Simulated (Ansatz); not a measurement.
C₄H₇FSi, SMILES `C=C1C[SiH]1CF` at its PBE0-D4/def2-TZVP geometry, where that method's forces vanish. The species carries charge 0 and has multiplicity 1.

| atom | x (Å) | y (Å) | z (Å) |
| --- | --- | --- | --- |
| C1 | 0.0908 | -2.3034 | 0.3098 |
| C2 | 0.3708 | -1.0316 | 0.0934 |
| C3 | 1.0303 | -0.2241 | -1.0005 |
| Si4 | 0.3943 | 0.7431 | 0.4654 |
| C5 | -1.1664 | 1.7744 | 0.2161 |
| F6 | -1.8848 | 1.8894 | 1.4011 |
| H7 | -0.4131 | -2.6249 | 1.2156 |
| H8 | 0.3528 | -3.0780 | -0.4084 |
| H9 | 0.5086 | -0.1726 | -1.9554 |
| H10 | 2.1040 | -0.3574 | -1.1236 |
| H11 | 1.3455 | 1.3003 | 1.4523 |
| H12 | -0.9256 | 2.7847 | -0.1318 |
| H13 | -1.8072 | 1.3001 | -0.5341 |

(1) For each bond, give half the difference of the two atoms' forces along it (eV/Å; positive pushes the atoms apart) under PBE-D4, r2SCAN-D4, B3LYP-D4, ωB97M-V in def2-TZVPP. (An estimate is asked.)

Answers

(1) The calculation gave: 
```
   bond  length (Å)  PBE-D4  r2SCAN-D4  B3LYP-D4  ωB97M-V
  C1–C2       1.320    0.32       0.16      0.02    -0.08
  C1–H7       1.085    0.01      -0.06     -0.06    -0.05
  C1–H8       1.088    0.04      -0.06     -0.06    -0.07
  C2–C3       1.511   -0.10       0.03      0.18     0.29
 C2–Si4       1.813   -0.01      -0.05      0.06     0.10
 C3–Si4       1.868    0.16       0.08      0.16     0.12
  C3–H9       1.089    0.09      -0.03     -0.10    -0.12
 C3–H10       1.089    0.08      -0.04     -0.11    -0.12
 Si4–C5       1.887   -0.14      -0.07     -0.01    -0.03
Si4–H11       1.480    0.01      -0.03     -0.14    -0.16
  C5–F6       1.390    0.52       0.39      0.44     0.32
 C5–H12       1.095    0.08      -0.06     -0.13    -0.12
 C5–H13       1.095    0.08      -0.05     -0.12    -0.11
```

B3LYP here is the variant with VWN-RPA as its local correlation; programs differ in this.

Computed with Ansatz.
